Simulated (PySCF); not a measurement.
LDA on Sn⁻ (tin, charge -1), [Kr] 4d10 5s2 5p3, high-spin 4S determinant. All numbers are calculated (PySCF 2.14, a scalar-relativistic core potential, in aug-cc-pVTZ-PP with one added diffuse shell each of d, f type with ECP28MDF (6s5p5d3f, 67 functions)).

```
cycle= 1 E= -213.964861868467  delta_E= -0.0144  |g|= 0.0836  |ddm|= 0.724
cycle= 2 E= -213.965812987687  delta_E= -0.000951  |g|= 0.0622  |ddm|= 0.23
cycle= 3 E= -213.96683088163  delta_E= -0.00102  |g|= 0.00724  |ddm|= 0.114
cycle= 4 E= -213.966890437156  delta_E= -5.96e-05  |g|= 0.000329  |ddm|= 0.0259
cycle= 5 E= -213.966890676135  delta_E= -2.39e-07  |g|= 2.71e-05  |ddm|= 0.00182
cycle= 6 E= -213.966890677414  delta_E= -1.28e-09  |g|= 2.98e-07  |ddm|= 0.000149
cycle= 7 E= -213.966890677413  delta_E= 4.55e-13  |g|= 3.98e-08  |ddm|= 3.73e-06
converged SCF energy = -213.966890677413  <S^2> = 3.750621  2S+1 = 4.0003105
```

Highest occupied orbital energy: 0.910 eV; ⟨L²⟩ = 0.00; populations by l: s 4.00, p 9.00, d 10.00, f 0.00.

(1) Can this result be used?

Results:

(1) With care. The calculation finished and met its thresholds. Energies and moments cover only the electrons outside the core potential. At LDA the highest occupied level has a positive energy, so only the finite basis holds that electron; in a semilocal or global hybrid functional this comes from self-interaction and does not mean that the real anion is unbound.
